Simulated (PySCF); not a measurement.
**Structure from 2D NMR**

Compound of formula C$_{10}$H$_{6}$F$_{2}$. Correlations simulated from computed shifts and the bond graph:

HSQC (one-bond C–H):
| δH | δC |
| --- | --- |
| 8.54 | 127.1 |
| 8.00 | 132.6 |
| 7.48 | 115.3 |

COSY cross peaks (H two or three bonds apart, from the bond graph; peaks can be absent where the dihedral angle is near 90°):
| δH | δH |
| --- | --- |
| 8.54 | 8.00 |

HMBC (two and three bonds, from the bond graph):
| δH | δC |
| --- | --- |
| 8.54 | 164.4, 132.6, 128.2 |
| 8.00 | 132.6, 128.2, 127.1 |
| 7.48 | 164.4, 128.2, 115.3 |

Carbons without hydrogens: δ 164.4, 128.2.

No relativistic terms, a single conformation, no solvent, fast rotation and ring inversion assumed for equivalent nuclei. Shieldings: GIAO PBE0/pcSseg-1; structure optimised with GFN2-xTB; PySCF 2.14.0 with density-fitted response routines.

References, each an isolated molecule treated in the same way: $^{1}$H (σ = 31.72 ppm), $^{13}$C (σ = 186.93 ppm) against TMS.

Exchangeable hydrogens are left out of these lists.

**Question.** Assemble the structure.

**Answer.** SMILES Fc1ccc(F)c2ccccc12.

Atom-mapped SMILES (the numbers label the heavy atoms): `[F:1][c:2]1[cH:3][cH:4][c:5]([F:6])[c:7]2[cH:8][cH:9][cH:10][cH:11][c:12]12`. Each H is labelled by its parent atom.

δC 164.4 is C2/C5, an aromatic carbon bearing fluorine. δC 132.6 is C9/C10, an aromatic CH (δH 8.00). δC 128.2 is C7/C12, a ring-fusion aromatic carbon. δC 127.1 is C8/C11, an aromatic CH (δH 8.54). δC 115.3 is C3/C4, an aromatic CH (δH 7.48). HMBC from δH 8.54 reaches the proton-free carbons C2/C5, C7/C12. HMBC from δH 8.00 reaches the proton-free carbon C7/C12. HMBC from δH 7.48 reaches the proton-free carbons C2/C5, C7/C12. COSY links 8.54–8.00.

This is the structure that produced the data.

Shifts are as computed. Against solution values, carbons near 30 ppm lie about +3 ppm off and those near 130 ppm about +5 ppm. Of 1211 compounds with measured shifts, 218 miss one by over three times the rms of a fit or turn the order of signals round; such compounds aren't used in these exercises.
